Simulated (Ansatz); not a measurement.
Basis sets compared for the cluster Na4Li3⁻. Charge -1, multiplicity 1. Geometry PBE/def2-SVPD. Ansatz on 4 threads of Arm Neoverse V2 on a shared host; times are rough, and most runs start from earlier orbitals.

```xyz
7

Li   -0.723    1.353    1.979
Li   -1.462    1.024   -0.843
Li    1.441    1.349   -0.001
Na    1.626   -1.098    2.074
Na   -2.221   -1.497    0.967
Na    0.824    0.804   -3.123
Na    0.514   -1.934   -1.053
```

The restricted singlet is unstable towards broken spin symmetry in Hartree–Fock (as tested in another run); at PBE/def2-SVPD, PBE/def2-TZVPD, PBE0/def2-SVPD, PBE0/def2-TZVPD this wasn't settled. At PBE/def2-SVPD the highest occupied level of the charge -1 singlet lies above zero (up to 0.01 eV). By energy differences its removal costs 1.26 eV (vertical, to the charge 0 doublet, at PBE0/def2-TZVPD). The structure comes from a short search, and lower isomers may exist.

```json
{"level": "PBE/def2-SVPD", "functions": "108", "energy (Eh)": "-671.0043", "HOMO (eV)": "0.01", "LUMO (eV)": "0.71", "wall time": "1.7 s"}
{"level": "PBE0/def2-SVPD", "functions": "108", "energy (Eh)": "-671.0688", "HOMO (eV)": "-0.39", "LUMO (eV)": "1.08", "wall time": "2.7 s"}
```

(1) Estimate the rows for PBE/def2-TZVPD, PBE0/def2-TZVPD.

Results:

(1) 
```json
{"level": "PBE/def2-TZVPD", "functions": "191", "energy (Eh)": "-671.2614", "HOMO (eV)": "-0.01", "LUMO (eV)": "0.70", "wall time": "2.8 s"}
{"level": "PBE0/def2-TZVPD", "functions": "191", "energy (Eh)": "-671.3238", "HOMO (eV)": "-0.41", "LUMO (eV)": "1.06", "wall time": "4.1 s"}
```
